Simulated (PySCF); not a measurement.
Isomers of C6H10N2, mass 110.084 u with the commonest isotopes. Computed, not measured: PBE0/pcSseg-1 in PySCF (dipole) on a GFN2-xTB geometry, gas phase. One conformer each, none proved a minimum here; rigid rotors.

Question: Order these by radius of gyration √(Σ m r²/M), smallest first.
A. `[CH3:1][NH:2][c:3]1[cH:4][cH:5][n:6]([CH3:7])[cH:8]1` with C1–N2–C3–C4 -160°
B. `[N:1]#[C:2][CH:3]1[CH2:4][CH2:5][NH:6][CH2:7][CH2:8]1` with C2–C3–C4–C5 -177°, C3–C4–C5–N6 56°, C4–C5–N6–C7 -56°, C5–N6–C7–C8 56° (4-cyanopiperidine)
C. `[CH2:1]=[CH:2]/[CH:3]=[N:4]/[N:5]=[CH:6]\[CH2:7][CH3:8]` with C1–C2–C3–N4 -178°, C3–N4–N5–C6 -102°, N5–C6–C7–C8 130°

Answer: B (2.023 Å), A (2.059 Å), C (2.520 Å).

Question: Order these by rotational constant B, smallest first.
A. `[N:1]#[C:2][CH:3]1[CH2:4][CH2:5][NH:6][CH2:7][CH2:8]1` with C2–C3–C4–C5 -177°, C3–C4–C5–N6 56°, C4–C5–N6–C7 -56°, C5–N6–C7–C8 56° (4-cyanopiperidine)
B. `[CH3:1][NH:2][c:3]1[cH:4][cH:5][n:6]([CH3:7])[cH:8]1` with C1–N2–C3–C4 -160°
C. `[CH2:1]=[CH:2]/[CH:3]=[N:4]/[N:5]=[CH:6]\[CH2:7][CH3:8]` with C1–C2–C3–N4 -178°, C3–N4–N5–C6 -102°, N5–C6–C7–C8 130°

Answer: C (816.8 MHz), B (1377 MHz), A (1429 MHz).

Question: Order these by rotational constant C, largest first.
A. `[N:1]#[C:2][CH:3]1[CH2:4][CH2:5][NH:6][CH2:7][CH2:8]1` with C2–C3–C4–C5 -177°, C3–C4–C5–N6 56°, C4–C5–N6–C7 -56°, C5–N6–C7–C8 56° (4-cyanopiperidine)
B. `[CH3:1][NH:2][c:3]1[cH:4][cH:5][n:6]([CH3:7])[cH:8]1` with C1–N2–C3–C4 -160°
C. `[CH2:1]=[CH:2]/[CH:3]=[N:4]/[N:5]=[CH:6]\[CH2:7][CH3:8]` with C1–C2–C3–N4 -178°, C3–N4–N5–C6 -102°, N5–C6–C7–C8 130°

Answer: A (1163 MHz), B (1094 MHz), C (743.5 MHz).

```json
{"SMILES": "N#CC1CCNCC1", "point group": "Cs", "Ia (u·Å²)": "112.95", "Ib (u·Å²)": "353.78", "Ic (u·Å²)": "434.37", "κ": "-0.84", "μa (D)": "3.21", "μb (D)": "0.00", "μc (D)": "0.30"}
{"SMILES": "CNc1ccn(C)c1", "point group": "C1", "Ia (u·Å²)": "103.98", "Ib (u·Å²)": "366.92", "Ic (u·Å²)": "462.10", "κ": "-0.85", "μa (D)": "0.90", "μb (D)": "0.98", "μc (D)": "0.84"}
{"SMILES": "C=C/C=N/N=C\\CC", "point group": "C1", "Ia (u·Å²)": "99.47", "Ib (u·Å²)": "618.76", "Ic (u·Å²)": "679.71", "κ": "-0.97", "μa (D)": "1.09", "μb (D)": "1.76", "μc (D)": "0.19"}
{"SMILES": "C=CN1C[C@H](C)C=N1", "point group": "C1", "Ia (u·Å²)": "108.37", "Ib (u·Å²)": "350.82", "Ic (u·Å²)": "426.60", "κ": "-0.85", "μa (D)": "2.10", "μb (D)": "1.44", "μc (D)": "0.53"}
```
